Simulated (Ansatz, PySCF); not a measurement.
Ta(O)(F)2(OMe) (CH3F2O2Ta), SMILES C[O][Ta](=[O])([F])[F], multiplicity 1. Atoms are numbered in the order given.

```xyz
9

Ta    -0.0105     0.1051     0.2412
O      1.6706    -0.2872     0.1856
F     -0.7918    -0.8671     1.6682
F     -0.1675     1.9853     0.4207
O     -0.7239    -0.4593    -1.4061
C     -0.4051    -1.0688    -2.6396
H     -0.6484    -0.3784    -3.4625
H      0.6670    -1.3232    -2.6841
H     -1.0009    -1.9874    -2.7585
```
Charge 0, spin multiplicity 1.

Geometry optimised at B3LYP-D3(BJ)/def2-SVP. The spin state was assumed, not searched. The structure was generated by enumeration; whether it is a known compound was not checked. The def2 effective core potentials stand for the cores of Ta; spin–orbit coupling is left out. The values are those of a single conformer.

Two levels are set side by side: PBE-D3(BJ)/def2-SVP (Ansatz, an electronic-structure program) and B3LYP-D3(BJ)/def2-SVP (Ansatz). Each level has its own optimised geometry; the coordinates shown are those of the second. Frequencies come from the Hessian of PySCF at each geometry. Differences are taken from unrounded values.

```json
[
 {"quantity": "mean bond length (Å)", "B3LYP-D3(BJ)": "1.515", "PBE-D3(BJ)": "1.522", "PBE-D3(BJ) minus B3LYP-D3(BJ)": "0.007"},
 {"quantity": "bond Ta1–O2 (Å)", "B3LYP-D3(BJ)": "1.727", "PBE-D3(BJ)": "1.737", "PBE-D3(BJ) minus B3LYP-D3(BJ)": "0.009"},
 {"quantity": "bond Ta1–F3 (Å)", "B3LYP-D3(BJ)": "1.895", "PBE-D3(BJ)": "1.900", "PBE-D3(BJ) minus B3LYP-D3(BJ)": "0.005"},
 {"quantity": "bond Ta1–F4 (Å)", "B3LYP-D3(BJ)": "1.895", "PBE-D3(BJ)": "1.900", "PBE-D3(BJ) minus B3LYP-D3(BJ)": "0.005"},
 {"quantity": "bond Ta1–O5 (Å)", "B3LYP-D3(BJ)": "1.882", "PBE-D3(BJ)": "1.889", "PBE-D3(BJ) minus B3LYP-D3(BJ)": "0.007"},
 {"quantity": "bond O5–C6 (Å)", "B3LYP-D3(BJ)": "1.412", "PBE-D3(BJ)": "1.415", "PBE-D3(BJ) minus B3LYP-D3(BJ)": "0.003"},
 {"quantity": "bond C6–H7 (Å)", "B3LYP-D3(BJ)": "1.101", "PBE-D3(BJ)": "1.110", "PBE-D3(BJ) minus B3LYP-D3(BJ)": "0.008"},
 {"quantity": "bond C6–H8 (Å)", "B3LYP-D3(BJ)": "1.103", "PBE-D3(BJ)": "1.111", "PBE-D3(BJ) minus B3LYP-D3(BJ)": "0.009"},
 {"quantity": "bond C6–H9 (Å)", "B3LYP-D3(BJ)": "1.101", "PBE-D3(BJ)": "1.110", "PBE-D3(BJ) minus B3LYP-D3(BJ)": "0.008"},
 {"quantity": "highest harmonic wavenumber (cm⁻¹)", "B3LYP-D3(BJ)": "3120", "PBE-D3(BJ)": "3053", "PBE-D3(BJ) minus B3LYP-D3(BJ)": "-67"},
 {"quantity": "mean harmonic wavenumber (cm⁻¹)", "B3LYP-D3(BJ)": "1024", "PBE-D3(BJ)": "996", "PBE-D3(BJ) minus B3LYP-D3(BJ)": "-28"},
 {"quantity": "zero-point energy (kcal/mol)", "B3LYP-D3(BJ)": "30.74", "PBE-D3(BJ)": "29.91", "PBE-D3(BJ) minus B3LYP-D3(BJ)": "-0.83"}
]
```

Exact exchange shortens and stiffens bonds; PBE has none. Differences between two approximate levels are no errors against the true value.
